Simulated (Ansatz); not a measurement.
C$_{2}$H$_{5}$FGeO, SMILES `[F][GeH]1[CH2]O[CH2]1`. Total charge 0; spin multiplicity 1. Geometry: relaxed with PBE0-D4/def2-TZVP.

```xyz
10

F     1.694    0.788    1.591
Ge    0.119    0.641    0.856
C     0.111    0.587   -1.114
O    -0.494   -0.711   -1.076
C    -0.371   -1.177    0.274
H    -0.791    1.552    1.697
H    -0.513    1.287   -1.673
H     1.114    0.559   -1.555
H    -1.308   -1.621    0.615
H     0.440   -1.905    0.384
```

Q: What is the dipole moment at r2SCAN/def2-TZVPP? (An estimate is asked.)

A: Computed: 1.31 D, with components (-1.25, 0.38, 0.04) D in this frame, pointing from negative to positive charge.

Q: And with PBE, B3LYP, ωB97M-V? (Estimate.)

A: Computed: PBE 1.26 D, B3LYP 1.36 D, ωB97M-V 1.38 D.

Q: Give the Mulliken charges with r2SCAN, ωB97M-V, PBE in def2-TZVPP. (Best estimate.)

A: Ansatz gave: 
```csv
atom,r2SCAN,ωB97M-V,PBE
F1,-0.38,-0.38,-0.34
Ge2,0.56,0.56,0.52
C3,-0.08,-0.21,-0.16
O4,-0.30,-0.27,-0.23
C5,-0.08,-0.21,-0.16
H6,-0.02,0.01,-0.02
H7,0.08,0.13,0.10
H8,0.07,0.12,0.09
H9,0.08,0.13,0.10
H10,0.07,0.12,0.09
```

B3LYP here is the variant with VWN-RPA as its local correlation; programs differ in this.
